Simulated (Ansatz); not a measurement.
Species: sum formula SiH3Cl, net charge -1, doublet state. SMILES of the parent species: [SiH3]Cl
Geometry from a B3LYP-D3(BJ)/def2-TZVP (Ansatz, an electronic-structure program) optimisation:
```
Si
H 1 1.4986
H 1 1.4986 2 105.90
H 1 1.5513 2 99.61 3 102.96
Cl 1 2.5598 2 92.59 4 163.61
```
Charge -1, spin multiplicity 2.

Parts of the frozen-core correlation energy in def2-TZVPP (Ansatz, hartree). Frozen orbitals: 10; correlated occupied orbitals by spin: 8 and 7; virtual: 108 and 109. UHF or UKS for open shells. Spin-orbit coupling is left out. No relativistic terms.

```json
[
 {"term": "reference (HF)", "value": "-750.20734"},
 {"term": "MP2 opposite-spin", "value": "(withheld)"},
 {"term": "MP2 same-spin", "value": "(withheld)"},
 {"term": "CCSD correlation", "value": "-0.37291"},
 {"term": "(T)", "value": "(withheld)"},
 {"term": "T1 diagnostic", "value": "0.015"},
 {"term": "largest doubles amplitude", "value": "0.034"},
 {"term": "<S^2> of the reference", "value": "0.759"}
]
```

Problem. Some entries are withheld; supply them.

Solution. 
- MP2 opposite-spin, value: -0.26169
- MP2 same-spin, value: -0.07030
- (T), value: -0.01380
